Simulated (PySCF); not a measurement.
Vertical excitations of a molecule C3H3BrF2 from PySCF with TDDFT-B3LYP/def2-SVPD, as energy in eV (oscillator strength): 5.61 (0.000), 5.82 (0.012), 6.91 (0.041), 7.29 (0.004), 7.46 (0.067), 7.56 (0.001), 7.62 (0.014), 7.68 (0.054), 7.88 (0.000), 8.07 (0.005). Lowest triplet (TDA): 5.02 eV. Geometry: PBE0-D3(BJ)/def2-SVP. The values are those of a single conformer.

Problem. Which molecule gave these data?
A) C=C(Br)C(F)F
B) FC1(F)C[C@@H]1Br
C) FC(F)/C=C\Br
D) F[C@@H]1[C@H](F)[C@H]1Br

Solution. D, F[C@@H]1[C@H](F)[C@H]1Br
